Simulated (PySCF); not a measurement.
Radial density of Tl³⁺ (thallium, charge +3)

HSE06, [Xe] 4f14 5d10, closed-shell 1S. All numbers are calculated (PySCF 2.14, scalar relativity by spin-free X2C-1e, in x2c-TZVPPall with one added diffuse shell each of s, p, d, f type (12s8p7d4f, 99 functions)).

```tsv
r (bohr)	4πr²ρ (e/bohr)
0.0130	112.4
0.0218	99.44
0.0366	135.3
0.0616	143.5
0.104	123.9
0.174	124.6
0.293	84.83
0.493	65.79
0.830	24.95
1.40	11.20
2.35	1.171
3.95	0.01247
```

Densities and radii are taken from the X2C orbitals without a picture-change correction, which distorts them close to the nucleus.

Spin-orbit coupling, which splits the p, d and f shells strongly at this Z, is absent.
